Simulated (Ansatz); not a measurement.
One geometry of C$_{2}$H$_{6}$OSn (`C[C](=O)[SnH3]`), several functionals.

```yaml
crystal:
  periodic: [false, false, false]
  atoms:
    - {symbol: C, position_ang: [-0.505673, 1.183347, -0.923176]}
    - {symbol: C, position_ang: [-0.448065, -0.294580, -0.665010]}
    - {symbol: O, position_ang: [-0.975187, -1.102262, -1.378410]}
    - {symbol: Sn, position_ang: [0.670074, -0.991286, 1.126225]}
    - {symbol: H, position_ang: [-0.957232, 1.684461, -0.061298]}
    - {symbol: H, position_ang: [0.511835, 1.575033, -1.018220]}
    - {symbol: H, position_ang: [-1.078608, 1.397692, -1.827041]}
    - {symbol: H, position_ang: [0.570437, -2.689594, 1.173897]}
    - {symbol: H, position_ang: [-0.008652, -0.318195, 2.544473]}
    - {symbol: H, position_ang: [2.304273, -0.495715, 1.031660]}
basis:
  gaussian: {orbitals: def2-TZVPP}
hamiltonian: {xc: {name: B2PLYP}}
```

```sh
$ ansatz run in.yaml --threads 4 --pin off --events-out ev --progress --plain --max-ram 10444MiB
```

Shortened log:

```
Functional definition: B2PLYP
1508 factors; integrals over basis functions are off by at most 1.2e-3 eV
mean field evaluation 1: about -10029.0819 eV, gradient 4.8e1 eV
mean field evaluation 2: about -10029.2080 eV, gradient 4.8e1 eV
mean field evaluation 4: about -10033.6224 eV, gradient 1.1e1 eV
mean field evaluation 8: about -10033.8464 eV, gradient 6.1e-1 eV
mean field evaluation 16: about -10033.8476 eV, gradient 1.9e-4 eV
mean field -10033.84756025 eV, -368.7370966532 hartree, gradient 4.2e-6 eV, S^2 0.000000; 0 other end points of the search recorded, 0 dependent functions left out
7 core orbitals not correlated: weight in the atoms' cores, before any rotation towards them, 1.000 or more for the frozen orbitals, at most 0.000 for the correlated occupied ones
reference -10033.84775233 eV, -368.7371037117 hartree; 17, 17 occupied and 203, 203 virtual orbitals, 1508 factors
second order -29.64958798 eV of doubles, -0.00000000 eV of singles
Total energy: -10041.85314108 eV, -369.0312963221 hartree
```

Run time 5.5 s (4 threads of an Arm Neoverse V1 on a shared host); peak host memory 0.57 GiB.

With the line `hamiltonian: {xc: {name: B3LYP}, dispersion: d4}` and forces (abridged; 4.3 s):

```
Functional definition: B3LYP
mean field evaluation 16: about -10053.1842 eV, gradient 7.0e-4 eV
mean field -10053.18423481 eV, -369.4477063363 hartree, gradient 2.7e-5 eV, S^2 0.000000
Total energy: -10053.49256018 eV, -369.4590370845 hartree
Atom 0 force    -0.007810     0.207976    -0.034356 eV/Å
Atom 1 force     0.032240     0.057342     0.042434 eV/Å
Atom 2 force    -0.127380    -0.188582    -0.173527 eV/Å
Atom 3 force     0.068494    -0.045890     0.111106 eV/Å
Atom 4 force     0.018273    -0.008155    -0.048352 eV/Å
Atom 5 force    -0.051654    -0.003142    -0.002709 eV/Å
Atom 6 force     0.028799     0.004271     0.043667 eV/Å
Atom 7 force    -0.002092    -0.063091     0.003329 eV/Å
Atom 8 force    -0.022190     0.023193     0.057312 eV/Å
Atom 9 force     0.063320     0.016078     0.001095 eV/Å
Dipole moment:     0.139310     0.431133     0.163445 e Å
```

With the line `hamiltonian: {xc: r2scan, dispersion: d4}` and forces (abridged; 5 s):

```
Functional definition: r2SCAN
mean field evaluation 16: about -10050.8032 eV, gradient 9.7e-3 eV
mean field -10050.80315162 eV, -369.3602031431 hartree, gradient 3.8e-5 eV, S^2 0.000000
Total energy: -10050.84917294 eV, -369.3618943953 hartree
Atom 0 force    -0.011094     0.102569    -0.027723 eV/Å
Atom 1 force     0.088026     0.176921     0.114131 eV/Å
Atom 2 force    -0.173342    -0.268561    -0.234606 eV/Å
Atom 3 force     0.055911    -0.012737     0.088034 eV/Å
Atom 4 force     0.023547     0.002101    -0.006004 eV/Å
Atom 5 force    -0.014090     0.004786     0.018702 eV/Å
Atom 6 force     0.007901     0.001320     0.012072 eV/Å
Atom 7 force     0.003702     0.010408     0.003530 eV/Å
Atom 8 force     0.013029    -0.008373     0.013923 eV/Å
Atom 9 force     0.006409    -0.008432     0.017941 eV/Å
Dipole moment:     0.122897     0.437759     0.137585 e Å
```

Changing it to `hamiltonian: {xc: pbe0, dispersion: d4}` (abridged; 2.7 s):

```
Functional definition: PBE0
mean field evaluation 16: about -10046.1968 eV, gradient 3.4e-5 eV
mean field -10046.19683879 eV, -369.1909242686 hartree, gradient 3.4e-5 eV, S^2 0.000000
Total energy: -10046.35802746 eV, -369.1968478431 hartree
```

B3LYP takes the VWN-RPA correlation (the form of Gaussian; ORCA's B3LYP/G).
